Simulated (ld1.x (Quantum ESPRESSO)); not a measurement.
**Tl (Z = 81): one change to a PAW potential, before and after**

```
Element                 : thallium (Tl)
Generator               : ld1.x (Quantum ESPRESSO) 7.5
Type                    : PAW
Functional              : PBE
Relativity              : scalar-relativistic
Frozen core             : [Kr] 4d10 4f14
Valence charge          : 21
Reference configuration : 5s2 5p6 5d10 6s2 6p1
Partial waves           : 5s (bound): rcut 1.20, rcutus 1.55 bohr; 6s (bound): rcut 1.20, rcutus 1.55 bohr; 5p (bound): rcut 1.55, rcutus 1.95 bohr; 6p (bound): rcut 1.55, rcutus 1.95 bohr; 5d (bound): rcut 1.10, rcutus 1.20 bohr; 5d channel at -0.85 Ry: rcut 1.10, rcutus 1.20 bohr
Local potential         : all-electron potential smoothed inside 1.70 bohr (lloc = -2)
Core correction         : a·sin(br)/r model core, default radius (ld1.x builds one for every PAW set, though the input has nlcc=.false.)
Augmentation charge     : PSQ, inside the norm-conserving radii
```

All-electron outer shells of the reference configuration (PBE, scalar-relativistic, ld1.x):

```tsv
shell	level (eV)	outermost node (bohr)	outermost maximum (bohr)
4d	-375.02	0.19	0.39
5s	-131.00	0.46	0.80
4f	-114.03	–	0.36
5p	-76.10	0.50	0.91
5d	-15.49	0.53	1.11
6s	-9.55	1.04	2.08
6p	-2.37	1.23	2.91
```

Change: all radii but the core radius scaled by about 0.95 (s 1.48, p 1.86, d 1.14 bohr, rcut 1.14/1.48/1.04); local potential all-electron potential smoothed inside 1.62 bohr (lloc = -2).

Cutoffs: the cutoffs (Ry, on a coarse ladder) from which the occupation-weighted sum of valence levels, in a spherical-Bessel basis at the reference potential, stays within 10 and 1 mRy of its value at 400 Ry; they do not see the model core or the augmentation charge, which bear on the density cutoff. Errors are all-electron minus pseudo energies relative to the spin-unpolarised reference configuration.

Q: What does the change do?

A: The potential gets neither clearly harder nor softer (80 Ry and 140 Ry → 80 Ry and 160 Ry); the d channel sets the loose cutoff, while the largest relative change is in p, which becomes harder; of the 7 tests that both files solve, the error grows in 0 and shrinks in 1 by more than 15 % and 0.3 meV (median size 4.0 → 3.5 meV); neither file shows a bound ghost.

| quantity | base | changed |
| --- | --- | --- |
| cutoff, loose | 80 Ry | 80 Ry |
| cutoff, tight | 140 Ry | 160 Ry |
| loose cutoff by channel (10 mRy a level) | s 35 Ry, p 21 Ry, d 55 Ry | s 35 Ry, p 35 Ry, d 60 Ry |
| bound ghosts | none | none |
| error for 5s2 5p6 5d10 6s2 6p0, meV [ΔE 5.17 eV] | -2.3 | -1.9 |
| error for 5s2 5p6 5d10 6s1 6p0, meV [ΔE 25.95 eV] | -9.5 | -8.6 |
| error for 5s2 5p6 5d10 6s0 6p0, meV [ΔE 56.09 eV] | -19 | -18 |
| error for 5s2 5p6 5d9 6s0 6p0, meV [ΔE 107.88 eV] | -40 | -39 |
| error for 5s2 5p6 5d10 6s1 6p1, meV [ΔE 13.44 eV] | -4.0 | -3.5 |
| error for 5s2 5p6 5d10 6s2 6p1.3, meV [ΔE -0.49 eV] | +0.2 | +0.1 |
| error for 5s2 5p6 5d10 6s2 6p0.5, meV [ΔE 1.85 eV] | -0.8 | -0.8 |
| lowest overlap eigenvalue by channel | s 0.07, p 0.75, d 0.81 | s 0.07, p 0.08, d 0.79 |
